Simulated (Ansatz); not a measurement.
Geometry optimisation, Ansatz, UKS PBE-D4/6-31G*.

input.yaml

```yaml
crystal:
  periodic: [false, false, false]
  atoms:
    - { symbol: Si, position_ang: [-0.8049, -0.9255, -1.6033] }
    - { symbol: C, position_ang: [-0.0991, -0.1218, -0.0903] }
    - { symbol: C, position_ang: [0.3676, 0.3879, 0.8683] }
    - { symbol: C, position_ang: [1.065, 0.9956, 2.0478] }
    - { symbol: S, position_ang: [1.8592, 2.3806, 1.8154] }
    - { symbol: H, position_ang: [-1.8086, 0.0787, -2.2502] }
    - { symbol: H, position_ang: [0.2267, -1.2284, -2.5971] }
    - { symbol: H, position_ang: [-1.5496, -2.1025, -1.2612] }
    - { symbol: H, position_ang: [0.8322, 0.4892, 3.0535] }
magnetization:
  spin_polarized: true
basis:
  gaussian: { orbitals: "6-31G*" }
hamiltonian:
  xc: pbe
  dispersion: d4
relax:
  f_tol: 0.02
  max_steps: 50
```

Command:

```bash
$ ansatz run input.yaml --threads 2 --pin off --max-ram 3072MiB --backend cpu --events-out ev --progress --plain --runs-dir out
```

Where does it end, and by what steps?

It converged. After 6 steps the energy has fallen by 0.484 eV; S5 moved furthest, 0.15 Å.

```json
{"step": "0", "energy less start (eV)": "0.0000", "largest force component (eV/Å)": "6.522", "accepted": "yes"}
{"step": "1", "energy less start (eV)": "-0.2326", "largest force component (eV/Å)": "2.123", "accepted": "yes"}
{"step": "2", "energy less start (eV)": "-0.3652", "largest force component (eV/Å)": "2.530", "accepted": "yes"}
{"step": "3", "energy less start (eV)": "-0.4761", "largest force component (eV/Å)": "0.663", "accepted": "yes"}
{"step": "4", "energy less start (eV)": "-0.4789", "largest force component (eV/Å)": "0.372", "accepted": "yes"}
{"step": "5", "energy less start (eV)": "-0.4843", "largest force component (eV/Å)": "0.041", "accepted": "yes"}
{"step": "6", "energy less start (eV)": "-0.4844", "largest force component (eV/Å)": "0.013", "accepted": "yes"}
```

```xyz
9
Properties=species:S:1:pos:R:3
Si -0.845 -0.902 -1.606
C -0.095 -0.135 -0.124
C 0.426 0.410 0.856
C 1.008 1.009 1.989
S 1.874 2.416 1.964
H -1.788 0.076 -2.236
H 0.243 -1.249 -2.576
H -1.590 -2.143 -1.225
H 0.855 0.472 2.941
```

Time of the run: 22 s on 2 threads of Arm Neoverse V1, with other jobs on the host, peak memory 0.15 GiB.
